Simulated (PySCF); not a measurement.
**C₆ coefficients of unlike pairs at PBE0**

Calculated with PySCF 2.14 from the dipole response of each species, C₆(A,B) = (3/π) ∫ α_A(iu) α_B(iu) du, in atomic units, from isotropic polarisabilities. For ions this is the dispersion term alone; charge-induced terms of lower order in 1/R come first.

```tsv
species	configuration	basis	relativity	α (bohr³)	C₆ (like pair)
N²⁺	[He] 2s2 2p1 (2P)	aug-cc-pCVTZ-DK (7s6p4d2f)	spin-free X2C	2.591	3.676
Sb²⁺	[Kr] 4d10 5s2 5p1 (2P)	aug-cc-pwCVTZ-DK3 with one added diffuse shell each of s, p, d, f type (11s10p8d5f1g)	spin-free X2C	15.84	100.2
Ga³⁺	[Ar] 3d10 (1S)	aug-cc-pwCVDZ-PP with ECP10MDF (6s5p4d1f)	core potential	1.041	1.938
```

Question: Estimate C₆ for Sb²⁺ with N²⁺.

Answer: The integral gives 19.02. The combination rule 2 C_A C_B / (C_A α_B/α_A + C_B α_A/α_B) gives 18.95 and the geometric mean 19.19.

No spin-orbit coupling is included.

The other pairs:

```tsv
pair	C₆
Ga³⁺, Sb²⁺	11.43
Ga³⁺, N²⁺	2.297
```
